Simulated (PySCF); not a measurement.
SMILES Cl[Si](Cl)(Cl)[SeH] (HCl₃SeSi), singlet (PBE0/def2-SVP optimised geometry):

```
6

Cl     1.120     1.697    -1.647
Si     0.216     0.879     0.000
Cl     1.118     1.698     1.648
Cl    -1.769     1.373    -0.001
Se     0.296    -1.373     0.000
H      1.769    -1.373     0.000
```

Method: PBE0/def2-TZVP in PySCF.

Problem. What are the frontier orbital energies and the dipole moment?

Solution. HOMO-2 -9.37 eV, HOMO-1 -9.31 eV, HOMO -7.74 eV, LUMO -1.02 eV, LUMO+1 -0.29 eV; dipole moment 1.13 D.

On the same geometry PBE/def2-TZVP (PySCF 2.14.0) gives HOMO-2 -8.04 eV, HOMO-1 -7.93 eV, HOMO -6.55 eV, LUMO -1.93 eV, LUMO+1 -1.21 eV; dipole moment 1.08 D.

Meta-Löwdin charges at PBE0/def2-TZVP: Cl1 -0.26, Si2 0.86, Cl3 -0.26, Cl4 -0.26, Se5 -0.17, H6 0.09.
